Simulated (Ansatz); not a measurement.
Conformers of C3H8O2 (SMILES COCOC), B3LYP-D3(BJ)/def2-TZVP minima from an xTB search, which can miss the lowest.
Conformer 1 (charge 0, multiplicity 1):
```xyz
13

C      1.87810     0.09140     0.21015
O      0.82722    -0.40843    -0.60316
C     -0.20657    -1.01188     0.12464
O     -0.93488    -0.11906     0.92150
C     -1.69168     0.82177     0.17470
H      2.31707    -0.70997     0.81658
H      1.52829     0.88435     0.87585
H      2.63660     0.48882    -0.46146
H      0.18995    -1.76134     0.81815
H     -0.85206    -1.48200    -0.62515
H     -2.39820     0.31298    -0.49211
H     -1.04765     1.47015    -0.42459
H     -2.24619     1.42321     0.89241
```
Conformer 2 (charge 0, multiplicity 1, Z-matrix in Å and degrees):
```
C
O 1 1.3808
H 1 1.0964 2 106.78
H 1 1.1056 3 109.55 2 120.45
O 1 1.4123 3 110.39 4 119.96
C 5 1.4111 1 112.55 3 -66.02
H 6 1.0882 5 107.26 1 -179.43
H 6 1.0977 7 108.90 5 120.90
H 6 1.0979 7 109.02 8 118.16
C 2 1.4212 1 113.97 3 172.45
H 10 1.0880 2 106.72 1 -174.04
H 10 1.0916 11 109.66 2 120.70
H 10 1.0969 11 109.25 12 119.56
```

Cores are frozen in the correlated methods. MP2 and its Hartree–Fock in cc-pVQZ, cc-pVTZ are density fitted.

The values were computed with Ansatz (Gaussian orbitals). Each number belongs to the level named beside it.

The energy of conformer 2 above conformer 1 is E(conformer 2) − E(conformer 1). Total energies (hartree):

```
level             conformer 2   conformer 1
---------------  ------------  ------------
HF/cc-pVTZ       -268.0545643  -268.0577654
MP2/cc-pVTZ      -269.0551048  -269.0595170
HF/cc-pVQZ       -268.0741876  -268.0771811
MP2/cc-pVQZ      -269.1455156  -269.1498169
MP2/cc-pVDZ      -268.7668761  -268.7719262
CCSD(T)/cc-pVDZ  -268.8429283  -268.8479140
```

**Question.** Work out the energy of conformer 2 above conformer 1 at the basis-set limit: extrapolate the MP2 correlation part as X⁻³, take Hartree–Fock from the larger set, and add the CCSD(T) − MP2 difference of cc-pVDZ.

**Answer.** 
1. Differences (1 hartree = 627.509 kcal/mol): HF/cc-pVTZ 2.009; MP2/cc-pVTZ 2.769; HF/cc-pVQZ 1.878; MP2/cc-pVQZ 2.699; MP2/cc-pVDZ 3.169; CCSD(T)/cc-pVDZ 3.129.
2. Correlation parts, MP2 less HF: 0.760 in cc-pVTZ (X = 3), 0.821 in cc-pVQZ (X = 4).
3. Limit (4³·(0.821) − 3³·(0.760))/(4³ − 3³) = 0.865; with HF/cc-pVQZ it gives 2.743.
4. CCSD(T) less MP2 in cc-pVDZ: -0.040.
Result: 2.70 kcal/mol, against 2.77 at MP2/cc-pVTZ. It is an estimate of this method's limit, not of the exact value.

Ansatz is a quantum-chemistry and plane-wave program.
